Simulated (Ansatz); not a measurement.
Consider the substitution at a C–N bond: `C=CC[N]([GeH3])CC=C` + HCl → `C=CCCl` + `C=CC[NH][GeH3]`.

Program: Ansatz. Geometries: PBE0-D4/def2-TZVP. ΔE: electronic, gas phase. CBS: MP2 limit from def2 TZ/QZ plus the TZ coupled-cluster correction, frozen cores. This one scheme is used for every species. Functionals use def2-TZVPP. For Ge outer-core shells are correlated without core-valence functions, which leaves a few kJ/mol of doubt a bond. Scalar relativity is left out up to krypton. One conformer a species, not always the lowest.

CCSD(T)/CBS gives -1.6 kcal/mol.

Question: Another level gave -4.7 kcal/mol. Which?
A. PBE0/def2-TZVPP
B. HF/def2-TZVPP
C. BHLYP-D4/def2-TZVPP
D. r2SCAN/def2-TZVPP

Answer: A. PBE0 -4.7, r2SCAN -3.6, BHLYP-D4 -1.4, HF/def2-TZVPP -7.7 kcal/mol.

Largest T1 diagnostic among the species: 0.011.

In def2-TZVPP, CCSD(T) changes the Hartree–Fock value by +7.3 kcal/mol (the triples alone add +0.8 kcal/mol) and MP2 by +7.7 kcal/mol. The D4 term adds +5.5 kcal/mol with B3LYP and +3.3 kcal/mol with PBE0; it sums over pairs of atoms, weighted by their polarisabilities, and B3LYP, whose exchange is more repulsive, gets the larger term.

CCSD(T)/CBS has its own doubt, a few kJ/mol and more with outer-core shells, so smaller differences from it don't rank the levels.

B3LYP here is the variant with VWN-RPA as its local correlation; programs differ in this.
